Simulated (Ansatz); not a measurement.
Hg(I)2 anion (HgI₂), SMILES [I][Hg][I] (connectivity only; charge and spin as stated), charge -1, multiplicity 2.

Geometry: B3LYP-D3(BJ)/def2-SVPD. The multiplicity is an assumed one; other spin states were not compared. The isomer is the one that the SMILES or the coordinates give; other isomers of the formula were not compared. The def2 effective core potentials stand for the cores of Hg, I; spin–orbit coupling is left out.

Two levels are set side by side: PBE/def2-SVPD (Ansatz, an electronic-structure program) and PBE0/def2-SVPD (Ansatz). Energy differences of separate SCF runs at the same geometry; the states with an electron removed or added have multiplicity 1. Differences are taken from unrounded values.

| quantity | PBE0 |
|---|---|
| vertical ionisation energy (eV) | 3.29 |

What does PBE give, and how far is it from PBE0? (An estimate is asked for; the answer gives what the named calculation found.)


```tsv
quantity	PBE	PBE minus PBE0
vertical ionisation energy (eV)	3.15	-0.14
```
